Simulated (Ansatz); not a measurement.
Computed with Ansatz on PBE0-D4/def2-TZVP structures; ΔE is electronic, products minus reactants. CCSD(T)/CBS is the MP2 limit (def2-TZVPP, def2-QZVPP) plus CCSD(T) − MP2 in def2-TZVPP, frozen cores. DFT in def2-TZVPP. B3LYP here is the variant with VWN-RPA as its local correlation; programs differ in this. def2 core potentials past Kr. For Te outer-core shells are correlated without core-valence functions, which leaves a few kJ/mol of doubt a bond. One conformer a species, not always the lowest.

Consider the formal exchange of groups at a Te–Al bond: `[SiH3][NH][AlH][TeH]` + `CO[SiH3]` → `[SiH3]OC[TeH]` + `[AlH2][NH][SiH3]`.

Q: Is it downhill or uphill in electronic energy at CCSD(T)/CBS, and by how much? (Best estimate.)

A: Ansatz gave: Uphill: ΔE = +154.1 kJ/mol.

Q: What do these levels give: PBE-D4, PBE0-D4, B3LYP-D4, ωB97M-V, B2PLYP, MP2/def2-TZVPP, SCS-MP2/def2-TZVPP, MP2/def2-QZVPP, SCS-MP2/def2-QZVPP, HF/CBS(def2), MP2/CBS(def2), CCSD/CBS(def2)? (An estimate is asked.)

A: The calculation gave: PBE-D4 146.3, PBE0-D4 156.5, B3LYP-D4 147.6, ωB97M-V 152.0, B2PLYP 153.0, MP2/def2-TZVPP 156.9, SCS-MP2/def2-TZVPP 153.5, MP2/def2-QZVPP 157.1, SCS-MP2/def2-QZVPP 154.2, HF/CBS(def2) 168.0, MP2/CBS(def2) 158.0, CCSD/CBS(def2) 157.2 kJ/mol.

Largest T1 diagnostic among the species: 0.012.

From PBE to PBE0 (25 % exact exchange), in def2-TZVPP and without D4, ΔE moves by +9.7 kJ/mol. In def2-TZVPP, CCSD(T) changes the Hartree–Fock value by −16.4 kJ/mol (the triples alone add −3.1 kJ/mol) and MP2 by −12.5 kJ/mol.
